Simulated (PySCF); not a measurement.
C2H8S2Si, singlet, at a GFN2-xTB geometry; B3LYP/6-31G, polarisability by finite fields run with PySCF.

The PySCF input:
```python
from pyscf import gto, scf, dft

mol = gto.M(
    atom='''
C    -1.35146882   -1.16209131   -1.16716395
Si    0.05567012   -0.27547083   -0.24775450
C     1.76061901   -1.02520021   -0.62455401
S    -0.31720582   -0.33135737    1.89576304
S     0.05641551    1.82589495   -0.77203489
H    -2.32392566   -0.77522206   -0.87334459
H    -1.34427330   -2.23011564   -0.96894568
H    -1.25140257   -1.02203429   -2.23911366
H     1.78095891   -2.09102553   -0.41578077
H     2.54115729   -0.55467056   -0.03208941
H     2.01281672   -0.88631800   -1.67134172
H    -0.28449079   -1.64916086    1.99368970
H    -0.19247855    2.27628649    0.44614664
''',
    basis='6-31g',
    verbose=4,
)

mf = dft.RKS(mol)
mf.xc = 'b3lyp'
mf.conv_tol = 1e-11
mf.kernel()
h0, z, done = mf.get_hcore(), mol.intor('int1e_r')[2], []
def energy(F):
    f = mf.copy()
    f.scf_summary = {}
    f.get_hcore = lambda *a: h0 + F * z
    e = f.kernel(mf.make_rdm1())
    done.append(f.converged)
    return e
F = 0.001
alpha = -(energy(F) + energy(-F) - 2 * mf.e_tot) / F**2
print('alpha_zz =', alpha)
```

### Question
Write the output that PySCF gives for this input, abridged.

### Answer

```
PySCF version 2.14.0

[INPUT] verbose = 4
[INPUT] num. atoms = 13
[INPUT] num. electrons = 66
[INPUT] charge = 0
[INPUT] spin (= nelec alpha-beta = 2S) = 0
[INPUT] symmetry False subgroup None
[INPUT] Mole.unit = angstrom
[INPUT] Symbol           X                Y                Z      unit          X                Y                Z       unit  Magmom
[INPUT]  1 C     -1.351468820000  -1.162091310000  -1.167163950000 AA   -2.553905935689  -2.196034307637  -2.205620207966 Bohr   0.0
[INPUT]  2 Si     0.055670120000  -0.275470830000  -0.247754500000 AA    0.105201280122  -0.520564424007  -0.468188151129 Bohr   0.0
[INPUT]  3 C      1.760619010000  -1.025200210000  -0.624554010000 AA    3.327087738603  -1.937347619747  -1.180236028899 Bohr   0.0
[INPUT]  4 S     -0.317205820000  -0.331357370000   1.895763040000 AA   -0.599432124918  -0.626174678656   3.582472942673 Bohr   0.0
[INPUT]  5 S      0.056415510000   1.825894950000  -0.772034890000 AA    0.106609863078   3.450441387726  -1.458934500709 Bohr   0.0
[INPUT]  6 H     -2.323925660000  -0.775222060000  -0.873344590000 AA   -4.391583031249  -1.464957379121  -1.650382087471 Bohr   0.0
[INPUT]  7 H     -1.344273300000  -2.230115640000  -0.968945680000 AA   -2.540308373565  -4.214307785709  -1.831041964780 Bohr   0.0
[INPUT]  8 H     -1.251402570000  -1.022034290000  -2.239113660000 AA   -2.364808128877  -1.931364898014  -4.231311579172 Bohr   0.0
[INPUT]  9 H      1.780958910000  -2.091025530000  -0.415780770000 AA    3.365524579004  -3.951465571174  -0.785711783161 Bohr   0.0
[INPUT] 10 H      2.541157290000  -0.554670560000  -0.032089410000 AA    4.802091317542  -1.048175447759  -0.060640196399 Bohr   0.0
[INPUT] 11 H      2.012816720000  -0.886318000000  -1.671341720000 AA    3.803672339745  -1.674898279272  -3.158378111360 Bohr   0.0
[INPUT] 12 H     -0.284490790000  -1.649160860000   1.993689700000 AA   -0.537609678061  -3.116462360752   3.767527510366 Bohr   0.0
[INPUT] 13 H     -0.192478550000   2.276286490000   0.446146640000 AA   -0.363731744353   4.301558047148   0.843094960995 Bohr   0.0

nuclear repulsion = 361.363436266063
number of shells = 47
number of NR pGTOs = 214
number of NR cGTOs = 73
basis = 6-31g
ecp = {}

******** <class 'pyscf.dft.rks.RKS'> ********
method = RKS
initial guess = minao
damping factor = 0
level_shift factor = 0
DIIS = <class 'pyscf.scf.diis.CDIIS'>
diis_start_cycle = 1
diis_space = 8
diis_damp = 0
SCF conv_tol = 1e-11
SCF conv_tol_grad = None
SCF max_cycles = 50
direct_scf = True
direct_scf_tol = 1e-13
XC library pyscf.dft.libxc version 7.1.2
    S. Lehtola, C. Steigemann, M. J. T. Oliveira, and M. A. L. Marques,  SoftwareX 7, 1–5 (2018)
XC functionals = b3lyp
    P. J. Stephens, F. J. Devlin, C. F. Chabalowski, and M. J. Frisch,  J. Phys. Chem. 98, 11623 (1994)
radial grids:
    Treutler-Ahlrichs [JCP 102, 346 (1995); DOI:10.1063/1.469408] (M4) radial grids

becke partition: Becke, JCP 88, 2547 (1988); DOI:10.1063/1.454033
pruning grids: <function nwchem_prune>
grids dens level: 3
symmetrized grids: False
atomic radii adjust function: <function treutler_atomic_radii_adjust>
small_rho_cutoff = 0
Set gradient conv threshold to 3.16228e-06
Initial guess from minao.
tot grids = 163640
init E= -1167.12789248242
  HOMO = -0.295445865276877  LUMO = -0.0179784663671871  gap/eV = 7.55027
cycle= 1 E= -1166.77535458721  delta_E= 0.353  |g|= 0.54  |ddm|= 3.25
  HOMO = -0.215623006296392  LUMO = 0.0104098535125543  gap/eV = 6.15067
cycle= 2 E= -1166.76189112746  delta_E= 0.0135  |g|= 0.589  |ddm|= 1.57
  HOMO = -0.258459634253412  LUMO = 0.00669521219195701  gap/eV = 7.21523
cycle= 3 E= -1166.8686207683  delta_E= -0.107  |g|= 0.0196  |ddm|= 0.792
  HOMO = -0.258910848180866  LUMO = 0.00604594224091892  gap/eV = 7.20984
cycle= 4 E= -1166.86872842262  delta_E= -0.000108  |g|= 0.0104  |ddm|= 0.0518
  HOMO = -0.258266681763987  LUMO = 0.00691931497574139  gap/eV = 7.21608
cycle= 5 E= -1166.86876376687  delta_E= -3.53e-05  |g|= 0.00205  |ddm|= 0.0195
  HOMO = -0.258258590148664  LUMO = 0.00695044779743315  gap/eV = 7.21671
cycle= 6 E= -1166.86876521601  delta_E= -1.45e-06  |g|= 0.000605  |ddm|= 0.005
  HOMO = -0.258322471848415  LUMO = 0.00686187844494102  gap/eV = 7.21603
cycle= 7 E= -1166.86876536368  delta_E= -1.48e-07  |g|= 6.52e-05  |ddm|= 0.00133
  HOMO = -0.258329814565054  LUMO = 0.00686956929979532  gap/eV = 7.21644
cycle= 8 E= -1166.86876536518  delta_E= -1.5e-09  |g|= 3.05e-05  |ddm|= 0.000186
  HOMO = -0.258323424025882  LUMO = 0.00687054070814264  gap/eV = 7.21630
cycle= 9 E= -1166.86876536549  delta_E= -3.13e-10  |g|= 4.98e-06  |ddm|= 6.13e-05
  HOMO = -0.258324602923019  LUMO = 0.00687014070456371  gap/eV = 7.21632
cycle= 10 E= -1166.8687653655  delta_E= -9.55e-12  |g|= 4.34e-07  |ddm|= 1.1e-05
  HOMO = -0.258324508576966  LUMO = 0.00687015865846008  gap/eV = 7.21631
Extra cycle  E= -1166.8687653655  delta_E=    0  |g|= 3.32e-07  |ddm|= 1.66e-06
converged SCF energy = -1166.8687653655

******** <class 'pyscf.dft.rks.RKS'> ********
method = RKS
initial guess = minao
damping factor = 0
level_shift factor = 0
DIIS = <class 'pyscf.scf.diis.CDIIS'>
diis_start_cycle = 1
diis_space = 8
diis_damp = 0
SCF conv_tol = 1e-11
SCF conv_tol_grad = None
SCF max_cycles = 50
direct_scf = True
direct_scf_tol = 1e-13
XC library pyscf.dft.libxc version 7.1.2
    S. Lehtola, C. Steigemann, M. J. T. Oliveira, and M. A. L. Marques,  SoftwareX 7, 1–5 (2018)
XC functionals = b3lyp
    P. J. Stephens, F. J. Devlin, C. F. Chabalowski, and M. J. Frisch,  J. Phys. Chem. 98, 11623 (1994)
radial grids:
    Treutler-Ahlrichs [JCP 102, 346 (1995); DOI:10.1063/1.469408] (M4) radial grids

becke partition: Becke, JCP 88, 2547 (1988); DOI:10.1063/1.454033
pruning grids: <function nwchem_prune>
grids dens level: 3
symmetrized grids: False
atomic radii adjust function: <function treutler_atomic_radii_adjust>
small_rho_cutoff = 0
Overwritten attributes  get_hcore  of <class 'pyscf.dft.rks.RKS'>
Set gradient conv threshold to 3.16228e-06
init E= -1166.86851749933
  HOMO = -0.258547376296436  LUMO = 0.00722226647793756  gap/eV = 7.23196
cycle= 1 E= -1166.86854360813  delta_E= -2.61e-05  |g|= 0.00556  |ddm|= 0.0506
  HOMO = -0.258284493740531  LUMO = 0.00708776390913179  gap/eV = 7.22115
cycle= 2 E= -1166.868540891  delta_E= 2.72e-06  |g|= 0.00658  |ddm|= 0.0263
  HOMO = -0.259045543074384  LUMO = 0.00710258044721912  gap/eV = 7.24226
cycle= 3 E= -1166.86855718778  delta_E= -1.63e-05  |g|= 0.000497  |ddm|= 0.0126
  HOMO = -0.259050313780353  LUMO = 0.00710676167124502  gap/eV = 7.24250
cycle= 4 E= -1166.8685572736  delta_E= -8.58e-08  |g|= 0.000132  |ddm|= 0.00106
  HOMO = -0.259035544382123  LUMO = 0.0071123265083286  gap/eV = 7.24225
cycle= 5 E= -1166.86855727878  delta_E= -5.18e-09  |g|= 1.93e-05  |ddm|= 0.000192
  HOMO = -0.259037858468553  LUMO = 0.00711309644750724  gap/eV = 7.24234
cycle= 6 E= -1166.86855727891  delta_E= -1.3e-10  |g|= 4.02e-06  |ddm|= 4.35e-05
  HOMO = -0.259038396599985  LUMO = 0.00711237213043203  gap/eV = 7.24233
cycle= 7 E= -1166.86855727892  delta_E= -1.32e-11  |g|= 7.3e-07  |ddm|= 9.81e-06
  HOMO = -0.259038355475809  LUMO = 0.00711244945770528  gap/eV = 7.24233
cycle= 8 E= -1166.86855727891  delta_E= 6.82e-12  |g|= 2.24e-07  |ddm|= 2.23e-06
  HOMO = -0.259038294510942  LUMO = 0.00711245744405331  gap/eV = 7.24233
Extra cycle  E= -1166.86855727892  delta_E= -9.09e-13  |g|= 2.52e-07  |ddm|= 7.88e-07
converged SCF energy = -1166.86855727892

******** <class 'pyscf.dft.rks.RKS'> ********
method = RKS
initial guess = minao
damping factor = 0
level_shift factor = 0
DIIS = <class 'pyscf.scf.diis.CDIIS'>
diis_start_cycle = 1
diis_space = 8
diis_damp = 0
SCF conv_tol = 1e-11
SCF conv_tol_grad = None
SCF max_cycles = 50
direct_scf = True
direct_scf_tol = 1e-13
XC library pyscf.dft.libxc version 7.1.2
    S. Lehtola, C. Steigemann, M. J. T. Oliveira, and M. A. L. Marques,  SoftwareX 7, 1–5 (2018)
XC functionals = b3lyp
    P. J. Stephens, F. J. Devlin, C. F. Chabalowski, and M. J. Frisch,  J. Phys. Chem. 98, 11623 (1994)
radial grids:
    Treutler-Ahlrichs [JCP 102, 346 (1995); DOI:10.1063/1.469408] (M4) radial grids

becke partition: Becke, JCP 88, 2547 (1988); DOI:10.1063/1.454033
pruning grids: <function nwchem_prune>
grids dens level: 3
symmetrized grids: False
atomic radii adjust function: <function treutler_atomic_radii_adjust>
small_rho_cutoff = 0
Set gradient conv threshold to 3.16228e-06
init E= -1166.86901323167
  HOMO = -0.256883950114966  LUMO = 0.00643038704820875  gap/eV = 7.16515
cycle= 1 E= -1166.86903948954  delta_E= -2.63e-05  |g|= 0.00552  |ddm|= 0.0505
  HOMO = -0.258365814254084  LUMO = 0.00663101313980929  gap/eV = 7.21093
cycle= 2 E= -1166.86903694066  delta_E= 2.55e-06  |g|= 0.00652  |ddm|= 0.0261
  HOMO = -0.257558499470357  LUMO = 0.00659827685209291  gap/eV = 7.18807
cycle= 3 E= -1166.86905289256  delta_E= -1.6e-05  |g|= 0.000492  |ddm|= 0.0124
  HOMO = -0.257555793791583  LUMO = 0.00659339681913429  gap/eV = 7.18787
cycle= 4 E= -1166.86905297714  delta_E= -8.46e-08  |g|= 0.000127  |ddm|= 0.00105
  HOMO = -0.257569149945671  LUMO = 0.00658762219014797  gap/eV = 7.18807
cycle= 5 E= -1166.86905298197  delta_E= -4.84e-09  |g|= 1.94e-05  |ddm|= 0.000185
  HOMO = -0.257566591563636  LUMO = 0.00658685265505854  gap/eV = 7.18798
cycle= 6 E= -1166.86905298211  delta_E= -1.36e-10  |g|= 4.14e-06  |ddm|= 4.34e-05
  HOMO = -0.257566074251575  LUMO = 0.00658759281101862  gap/eV = 7.18799
cycle= 7 E= -1166.86905298212  delta_E= -1.41e-11  |g|= 7.15e-07  |ddm|= 1e-05
  HOMO = -0.257566109164387  LUMO = 0.00658752536771745  gap/eV = 7.18799
cycle= 8 E= -1166.86905298211  delta_E= 1.59e-11  |g|= 2.4e-07  |ddm|= 2.19e-06
  HOMO = -0.257566145421156  LUMO = 0.00658751714587336  gap/eV = 7.18799
cycle= 9 E= -1166.86905298212  delta_E= -1.59e-11  |g|= 4.56e-08  |ddm|= 4.46e-07
  HOMO = -0.257566143850521  LUMO = 0.00658751923227063  gap/eV = 7.18799
cycle= 10 E= -1166.86905298212  delta_E= 7.73e-12  |g|= 1.5e-08  |ddm|= 8.46e-08
  HOMO = -0.257566142513162  LUMO = 0.00658751905103472  gap/eV = 7.18799
Extra cycle  E= -1166.86905298212  delta_E= -4.55e-13  |g|= 1.88e-08  |ddm|= 4.15e-08
converged SCF energy = -1166.86905298212
alpha_zz = 79.530037510267
```
